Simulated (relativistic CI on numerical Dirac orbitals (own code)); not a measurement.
Energy levels of Ag XXXII

Method of calculation: Dirac-Coulomb-Breit CI, KLI orbitals optimised for each configuration, model QED (radiative potential, 1s self-energy scaled to tabulated hydrogen-like ionisation energies), unscaled Slater integrals (own radial code, finite nucleus).

Configurations in the expansion (outside the closed core [Ne]): 3s²3p⁴, 3s3p⁵, 3s²3p³3d, 3p⁶, 3s3p⁴3d, 3p⁵3d, 3s3p³3d², 3s²3p²3d4p, 3p⁵4s, 3s3p³3d4s, 3s²3p³4s, 3p⁵4p, 3s²3p³4p, 3s²3p³4d, 3p⁴3d4p, 3s3p⁴4s, 3s²3p³4f, 3s3p⁴4p, 3s3p⁴4d, 3s3p⁴4f, 3s²3p³5s, 3s²3p³5p, 3s²3p³5d, 3s²3p²4s4p, 3s²3p³5f, 3s²3p³5g, 3s3p³4s², 3s3p⁴5s, 3s²3p²3d², 3s²3p3d³, 3s3p²3d³, 3s²3p3d²4s, 3s²3p3d²4p, 3s²3p3d²4d, 3p⁴3d², 3p³3d³, 3p³3d²4s, 3p³3d²4p, 3p³3d²4d, 3s²3p²3d4s, 3s3p²3d²4s, 3s²3p3d4s², 3s²3p3d4s4p, 3s²3p3d4s4d, 3p⁴3d4s, 3p³3d4s², 3p³3d4s4p, 3p³3d4s4d, 3s²3p²4s², 3s3p²3d4s², 3s²3p4s²4p, 3s²3p4s²4d, 3s²3p²4p², 3s²3p3d4p², 3s3p²3d4p², 3s²3p4s4p², 3s²3p4p³, 3s²3p4p²4d, 3s3p³4s4p, 3s3p²3d4s4p, 3s3p²4s²4p, 3s3p²4s4p², 3s3p²4s4p4d. Double excitations out of closed p, d and f shells are left out; levels of such configurations are missing from the list, as are those of other unlisted configurations, and high levels can miss mixing partners. These lack a partner that the ground configuration has and come out too high: 3s²3p³4f, 3s3p⁴4p, 3s3p⁴4d, 3s3p⁴4f, 3s²3p³5s.

The lowest level is 3s²3p⁴ ³P2, with 74 % of that term; Hund's rules for 3s²3p⁴ give ³P with J = 2, in agreement.

```tsv
No.	Configuration	Term	J	E (cm⁻¹)	%	Lifetime (s)	jj configuration (%)
1	3s²3p⁴	³P	2	0	74		3p3/2^2 (97)
2	3s²3p⁴	¹S	0	83778	53	2.28e-01	3p3/2^2 (96)
3	3s²3p⁴	³P	1	308335	98	1.71e-06	3p1/2 3p3/2^3 (98)
4	3s²3p⁴	¹D	2	357483	73	2.90e-06	3p1/2 3p3/2^3 (97)
5	3s²3p⁴	³P	0	702867	52	5.63e-07	3p3/2^4 (95)
6	3s3p⁵	³P°	2	991121	61	1.07e-10	3s 3p3/2^3 (61)
7	3p³(4S°)3d	⁵D°	1	1027080	25	2.17e-10	3p3/2 3d3/2 (66)
8	3p³(2D°)3d	³F°	2	1047887	31	2.24e-10	3p3/2 3d3/2 (74)
9	3p³(4S°)3d	⁵D°	0	1063584	49	1.61e-08	3p3/2 3d3/2 (88)
10	3p³(4S°)3d	⁵D°	3	1063895	33	1.81e-09	3p3/2 3d3/2 (76)
11	3p³(4S°)3d	⁵D°	4	1125041	46	2.18e-04	3p3/2 3d5/2 (91)
12	3p³(4S°)3d	⁵D°	1	1158820	33	1.85e-11	3s 3p3/2^3 (38)
13	3p³(4S°)3d	⁵D°	2	1184276	37	2.43e-11	3p3/2 3d5/2 (58)
14	3p³(2D°)3d	³G°	3	1231548	29	2.35e-11	3p3/2 3d5/2 (57)
15	3p³(4S°)3d	³D°	1	1284122	67	3.08e-11	3p3/2 3d5/2 (60)
16	3s3p⁵	³P°	0	1293395	43	1.26e-10	3p1/2 3p3/2^2 3d3/2 (45)
17	3p³(2D°)3d	³D°	1	1315303	34	7.55e-11	3p1/2 3p3/2^2 3d3/2 (67)
18	3p³(2D°)3d	³F°	2	1318968	46	2.45e-10	3p1/2 3p3/2^2 3d3/2 (92)
19	3p³(2D°)3d	¹S°	0	1345254	46	9.63e-11	3p1/2 3p3/2^2 3d5/2 (36)
20	3p³(2D°)3d	³F°	3	1346783	55	2.82e-10	3p1/2 3p3/2^2 3d3/2 (80)
21	3p³(2D°)3d	³D°	3	1384983	63	3.12e-10	3p1/2 3p3/2^2 3d5/2 (90)
22	3p³(2D°)3d	³D°	1	1391262	47	3.69e-11	3p1/2 3p3/2^2 3d5/2 (50)
23	3p³(2D°)3d	³G°	4	1392058	66	5.14e-06	3p1/2 3p3/2^2 3d3/2 (57)
24	3p³(2D°)3d	¹G°	4	1410246	41	3.45e-06	3p1/2 3p3/2^2 3d5/2 (61)
25	3p³(2P°)3d	³F°	2	1448801	47	3.67e-11	3p1/2 3p3/2^2 3d3/2 (83)
26	3p³(2D°)3d	³F°	4	1451315	56	1.43e-05	3p1/2 3p3/2^2 3d5/2 (86)
27	3p³(2D°)3d	³G°	5	1469601	99	1.08e-05	3p1/2 3p3/2^2 3d5/2 (99)
28	3p³(2D°)3d	³S°	1	1521472	34	4.74e-12	3p1/2 3p3/2^2 3d5/2 (39)
29	3p³(2D°)3d	³P°	2	1543935	34	4.71e-12	3p1/2 3p3/2^2 3d5/2 (50)
30	3p³(2D°)3d	³P°	0	1545531	44	1.74e-11	3p1/2 3p3/2^2 3d5/2 (53)
```

Energies count from the lowest computed level; ° marks odd parity; lifetimes are radiative, by E1, M1, E2, M2, E3 decay to levels of this space only. Percentages are summed over parent terms; the parents shown are those of the largest component, closed shells are left out there. Filled j subshells are mostly left out of the jj labels.

The mean weight of the leading LS term, summed over parents, in these 30 levels is 50 %, and that of the leading jj configuration (from the same eigenvectors) 71 %, so jj coupling describes them better and the LS labels are nominal.

At this charge energies of transitions that change n are usually good to better than 1 %, and those within a shell (Δn = 0) to a few per cent.

LS names give the leading component of a level, which can be under half, so a name can repeat, a term be missing and a line seem to break the LS rules.
